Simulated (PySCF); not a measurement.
Gas-phase reaction: 4 GeH₂ + 4 H₂O → Ge(OH)₄ + 3 GeH₄

Computed with PySCF and rigid-rotor harmonic-oscillator thermochemistry at 1 bar. † marks an energy on the PBE0/def2-TZVP geometry and frequencies; other levels use their own. MP2 and CCSD(T) freeze the core. 6-31G* has spherical d functions here. All species are closed-shell singlets. B3LYP is the form with VWN-RPA correlation. Ge: all electrons, no relativistic terms. GeH₂, Ge(OH)₄: computed as isolated molecules; such fragments, hydroxides, amides, oligomers or adducts are transient or little studied in the gas. MP2 isn't extrapolated to the basis-set limit. CCSD(T) isn't extrapolated to the basis-set limit.

```tsv
level	ΔH°(298 K), kJ
B3LYP/6-31G*	[?]
BLYP/def2-TZVP†	-700
CCSD(T)/def2-SVP†	[?]
CCSD(T)/def2-TZVPP†	[?]
HF/6-31G*	-786
MP2/def2-TZVPP†	[?]
PBE0/def2-QZVP†	-815
r2SCAN/def2-TZVP†	-907
ωB97X-V/def2-TZVP†	-884
```

Task: Fill in the missing entries.

Result: 
- B3LYP/6-31G*, ΔH°(298 K), kJ: -794
- CCSD(T)/def2-SVP†, ΔH°(298 K), kJ: -846
- CCSD(T)/def2-TZVPP†, ΔH°(298 K), kJ: -856
- MP2/def2-TZVPP†, ΔH°(298 K), kJ: -916
